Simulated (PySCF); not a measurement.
PySCF input (BP86/def2-SVP):

```python
from pyscf import gto, dft

mol = gto.M(
    atom='''
    Cd    0.00000000    0.00000000    0.00000000
    I    -0.00000000   -0.00000000   -2.61217300
    I     0.00000000    0.00000000    2.61217300
    ''',
    basis='def2-svp',
    ecp='def2-svp',
    charge=0,
    spin=0,
    verbose=4,
)

mf = dft.RKS(mol, xc='bp86')
mf.grids.level = 3
mf.conv_tol = 1e-9
mf.max_cycle = 100
mf.max_memory = 1500
mf.kernel()
if not mf.converged:
    mf = mf.newton()
    mf.kernel(mf.make_rdm1())
mf.dip_moment()
```

Output:

```
PySCF version 2.14.0

[INPUT] verbose = 4
[INPUT] num. atoms = 3
[INPUT] num. electrons = 70
[INPUT] charge = 0
[INPUT] spin (= nelec alpha-beta = 2S) = 0
[INPUT] symmetry False subgroup None
[INPUT] Mole.unit = angstrom
[INPUT] Symbol           X                Y                Z      unit          X                Y                Z       unit  Magmom
[INPUT]  1 Cd     0.000000000000   0.000000000000   0.000000000000 AA    0.000000000000   0.000000000000   0.000000000000 Bohr   0.0
[INPUT]  2 I      0.000000000000   0.000000000000  -2.612173000000 AA    0.000000000000   0.000000000000  -4.936291559983 Bohr   0.0
[INPUT]  3 I      0.000000000000   0.000000000000   2.612173000000 AA    0.000000000000   0.000000000000   4.936291559983 Bohr   0.0

nuclear repulsion = 265.887860157999
number of shells = 31
number of NR pGTOs = 179
number of NR cGTOs = 83
basis = def2-svp
ecp = def2-svp

******** <class 'pyscf.dft.rks.RKS'> ********
method = RKS
initial guess = minao
damping factor = 0
level_shift factor = 0
DIIS = <class 'pyscf.scf.diis.CDIIS'>
diis_start_cycle = 1
diis_space = 8
diis_damp = 0
SCF conv_tol = 1e-09
SCF conv_tol_grad = None
SCF max_cycles = 100
direct_scf = True
direct_scf_tol = 1e-13
XC library pyscf.dft.libxc version 7.1.2
    S. Lehtola, C. Steigemann, M. J. T. Oliveira, and M. A. L. Marques,  SoftwareX 7, 1–5 (2018)
XC functionals = bp86
    A. D. Becke,  Phys. Rev. A 38, 3098 (1988)
    J. P. Perdew,  Phys. Rev. B 33, 8822 (1986)
    J. P. Perdew,  Phys. Rev. B 34, 7406–7406 (1986)
radial grids:
    Treutler-Ahlrichs [JCP 102, 346 (1995); DOI:10.1063/1.469408] (M4) radial grids

becke partition: Becke, JCP 88, 2547 (1988); DOI:10.1063/1.454033
pruning grids: <function nwchem_prune>
grids dens level: 3
symmetrized grids: False
atomic radii adjust function: <function treutler_atomic_radii_adjust>
small_rho_cutoff = 0
Set gradient conv threshold to 3.16228e-05
Initial guess from minao.
tot grids = 66312
init E= -686.679261225535
  HOMO = -1.67581944150164  LUMO = -1.50348641387794  gap/eV = 4.68942
cycle= 1 E= -760.212010282182  delta_E= -73.5  |g|= 4.59  |ddm|=   13
  HOMO = 0.0535025500981468  LUMO = 0.0983941569785356  gap/eV = 1.22156
cycle= 2 E= -760.044380144965  delta_E= 0.168  |g|= 4.18  |ddm|= 12.1
  HOMO = -0.315694465185497  LUMO = -0.136883682286265  gap/eV = 4.86569
cycle= 3 E= -763.442629285036  delta_E= -3.4  |g|= 0.636  |ddm|= 5.92
  HOMO = -0.228935257208374  LUMO = -0.13175177140307  gap/eV = 2.64450
cycle= 4 E= -763.439319458112  delta_E= 0.00331  |g|= 0.655  |ddm|= 2.31
  HOMO = -0.239927367836103  LUMO = -0.114205928886659  gap/eV = 3.42105
cycle= 5 E= -763.610198256605  delta_E= -0.171  |g|= 0.146  |ddm|= 1.28
  HOMO = -0.241223017481371  LUMO = -0.122067215375679  gap/eV = 3.24239
cycle= 6 E= -763.614154241513  delta_E= -0.00396  |g|= 0.0344  |ddm|= 0.169
  HOMO = -0.245026788431016  LUMO = -0.125062077804486  gap/eV = 3.26441
cycle= 7 E= -763.614453588711  delta_E= -0.000299  |g|= 0.00517  |ddm|= 0.0579
  HOMO = -0.244596170786781  LUMO = -0.124698915649244  gap/eV = 3.26257
cycle= 8 E= -763.614463501329  delta_E= -9.91e-06  |g|= 0.000544  |ddm|= 0.00829
  HOMO = -0.244636783078192  LUMO = -0.124678815941961  gap/eV = 3.26422
cycle= 9 E= -763.614463654451  delta_E= -1.53e-07  |g|= 4.75e-05  |ddm|= 0.00145
  HOMO = -0.244642275825411  LUMO = -0.124689156565089  gap/eV = 3.26409
cycle= 10 E= -763.614463655273  delta_E= -8.22e-10  |g|= 5.57e-06  |ddm|= 0.00012
  HOMO = -0.244642868815706  LUMO = -0.12468897545306  gap/eV = 3.26411
Extra cycle  E= -763.614463655236  delta_E= 3.77e-11  |g|= 1.15e-05  |ddm|= 3.11e-05
converged SCF energy = -763.614463655236
Dipole moment(X, Y, Z, Debye):  0.00000, -0.00000, -0.00000
```

The geometry given is a B3LYP-D3(BJ)/def2-TZVP minimum.
